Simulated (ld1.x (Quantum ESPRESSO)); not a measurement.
## Hf: one change to a TM potential, before and after

hafnium, norm-conserving Troullier–Martins (Kleinman–Bylander form), made with ld1.x (Quantum ESPRESSO) 7.5 (LDA (PZ), scalar-relativistic). Core [Xe] 4f14, reference 5d2 6s1 6p1. Waves: 6s (bound): rc 2.95 bohr; 6p (bound): rc 2.95 bohr; 5d (bound): rc 1.95 bohr. Local part: the d channel. Core correction: none.

Change: wave 5d (bound): rc 1.95 bohr becomes 5d (bound): rc 1.24 bohr.

Cutoffs: the cutoffs (Ry, on a coarse ladder) from which the occupation-weighted sum of valence levels, in a spherical-Bessel basis at the reference potential, stays within 10 and 1 mRy of its value at 400 Ry; they do not see the model core or the augmentation charge, which bear on the density cutoff. Errors are all-electron minus pseudo energies relative to the spin-unpolarised reference configuration.

Q: Predict the effect on cutoff, ghosts and configuration errors.

A: The potential gets harder (21 Ry and 30 Ry → 70 Ry and 100 Ry); both files keep a bound ghost (p, s); the number of tests that count goes from 8 to 9; of the 8 tests that both files solve, the error grows in 2 and shrinks in 0 by more than 15 % and 0.3 meV (median size 33.5 → 33.8 meV); the range in which the p phases agree widens (upper end 0.2 → 1.5). A smaller radius makes the pseudo-wave follow the all-electron one further in, where it bends more sharply, so more plane waves are needed.

| quantity | base | changed |
| --- | --- | --- |
| cutoff, loose | 21 Ry | 70 Ry |
| cutoff, tight | 30 Ry | 100 Ry |
| loose cutoff by channel (10 mRy a level) | s 6 Ry, p 6 Ry, d 21 Ry | s 6 Ry, p 6 Ry, d 30 Ry |
| bound ghosts | s, p | s, p |
| tests counted (converged, no solver errors) | 8 of 9 | 9 of 9 |
| error for 5d2 6s2 6p0, meV [ΔE -3.91 eV] | +8.5 | +9.1 |
| error for 5d2 6s1 6p0, meV [ΔE 4.29 eV] | +0.9 | +1.0 |
| error for 5d2 6s0 6p0, meV [ΔE 18.79 eV] | +59 | +58 |
| error for 5d2 6s0 6p2, meV [ΔE 4.16 eV] | +1.8 | +8.1 |
| error for 5d1 6s0 6p0, meV [ΔE 40.89 eV] | +281 | +283 |
| error for 5d2.5 6s1.5 6p0, meV [ΔE -2.66 eV] | +1.8 | +3.2 |
| error for 5d2 6s1 6p1 (spin-polarised), meV [ΔE -1.50 eV] | +1095 | +1093 |
| error for 5d2 6s2 6p0 (spin-polarised), meV [ΔE -4.35 eV] | +638 | +642 |
| s: phases at 3.21 bohr within 0.05 rad from the reference energy up to (Ry; the scan ends near 5) | 1.9 | 1.1 |
| p: phases at 3.21 bohr within 0.05 rad from the reference energy up to (Ry; the scan ends near 5) | 0.2 | 1.5 |
| d: phases at 3.21 bohr within 0.05 rad from the reference energy up to (Ry; the scan ends near 5) | to the end of the scan | to the end of the scan |

Base: Tests not counted: 5d2 6s0 6p1 (solver errors, printed error -1.9 eV). A true bound ghost makes a file unfit for plane-wave use even where its test errors are small: the radial tests pick states by their node count and pass the ghost by. Where a test does run into it, the solver fails or the error is huge.
